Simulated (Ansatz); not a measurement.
Process, species as SMILES: N[SiH2]N[SiH3] -> N[SiH-]N[SiH3] + H+
Geometries: B3LYP-D3(BJ)/def2-TZVP minima from Ansatz (a first-principles code), one conformer each, not searched for the lowest. Frequencies are from Ansatz.

Quantity: gas-phase deprotonation energy (enthalpy at 298 K, with B3LYP-D3(BJ) rigid-rotor harmonic-oscillator terms), in eV. Correlated levels leave the core frozen unless marked. Spin-orbit coupling is left out. No relativistic terms. Anions need diffuse functions: aug- sets have them; def2-D sets add few; the other sets have none. CBS marks a two-point X^-3 extrapolation of the correlation energy; Hartree-Fock from the larger set.

```csv
level,program,gas-phase deprotonation energy (eV)
HF/6-31G*,Ansatz,17.06
HF/cc-pV(T+d)Z,Ansatz,17.10
PBE-D3(BJ)/def2-TZVPD,Ansatz + dftd3,16.18
B97M-V/def2-TZVPD,Ansatz,16.32
CAM-B3LYP-D3(BJ)/def2-TZVPD,Ansatz + dftd3,16.49
MP2/STO-3G,Ansatz,21.52
MP2/6-31G*,Ansatz,16.77
SCS-MP2/STO-3G,Ansatz,21.53
CCSD(T)/cc-pV(T+d)Z,Ansatz,16.67
"CCSD(T)/CBS(aug-cc-pV(T+d)Z,aug-cc-pV(Q+d)Z)",Ansatz,16.48
```
